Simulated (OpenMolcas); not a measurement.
## d5 ions of charge +3 down a group with 6 fluoride ligands in octahedral coordination

- Program: OpenMolcas 26.06
- Method: CASSCF
- Spin-orbit coupling: RASSI with atomic mean-field integrals over the reference wave functions

The d shell is active. Anionic complexes are neutralised by point charges behind the ligands. Distances were set from a Shannon-type radius of the metal (high-spin where two are listed) plus a fixed donor radius (F 1.31 Å). Ligand basis ANO-RCC-VDZP, DKH2 Hamiltonian. States (labels of O, the rotations of Oh). Energies in cm-1 above the lowest state or level, χT in cm3 K/mol; under a threefold ground state the first gap can be a small split of the lowest multiplet, not the spin-orbit step; 10Dq and B are least-squares fits to the states below 45000 cm-1, weighted by degeneracy, with a free offset, and given where the rms deviation is under 5 % of |10Dq| (or 100 cm-1) and under 700 cm-1. Spin-only χT is S(S+1) / 2 for the spin of the ground state.

| Ion | Shell | R (Å) | Metal basis | Outer charge (e at Å behind ligand) | Ground state | First state of that spin | 10Dq | B (rms of fit) | First gap with spin-orbit (degeneracies) | χT at 300 K | First state of another spin | Spin-only χT |
| --- | --- | --- | --- | --- | --- | --- | --- | --- | --- | --- | --- | --- |
| Fe3+ | 3d5 | 1.96 | ANO-RCC-VTZP | 0.5 at 3.2 | 6A1 |  | 9930 | 1237 (119) | 27913 (6, 2) | 4.385 | 4T1 28006 | 4.375 |
| Ru3+ | 4d5 | 1.99 | ANO-RCC-VDZP | 0.5 at 2.6 | 2T2 | 2T1 18089 | 21934 | 790 (235) | 2034 (2, 4) | 0.664 | 6A1 1677 | 0.375 |

The rows also differ in their metal basis and outer charges, so part of each step comes from that.

|10Dq| changes by a factor of 21934 / 9930 = 2.21 from Fe3+ to Ru3+.

B goes from 1237 cm-1 (Fe3+) to 790 cm-1 (Ru3+).

Below the highest spin of the shell: Ru3+. χT departs most from the spin-only value for Ru3+, by +0.289 cm3 K/mol.

Without dynamic correlation the repulsion within the d shell is too large (B by tens of per cent), so at a given field states of lower spin stand too high. Ligand-to-metal charge-transfer states are missing. With no ligand orbital active B as a rule stays too high, so bands that hang on it stand too high and its fall with covalency is understated. With metal d orbitals alone and no dynamic correlation the field as a rule comes out too small, by tens of per cent, by up to half for chloride and softer ligands (holds for Fe3+). An orbital triplet at a regular site is open to Jahn-Teller coupling, which can distort the site and quench the lowest spin-orbit gaps and is left out (holds for Ru3+). This shell can be high or low spin here, a state of another spin lies low, and with metal d orbitals alone active their balance is uncertain, so the ground spin may be wrong, although the usual error favours high spin (holds for Ru3+). The least metal-like active orbital is 82 % on the metal (Löwdin) and no ligand orbital is active, so the numbers are rough (holds for Ru3+). With metal d orbitals alone the field can be off either way by tens of per cent (holds for Ru3+). No measured value stands beside these numbers; the geometry was imposed, not optimised, and the real ion may take another.
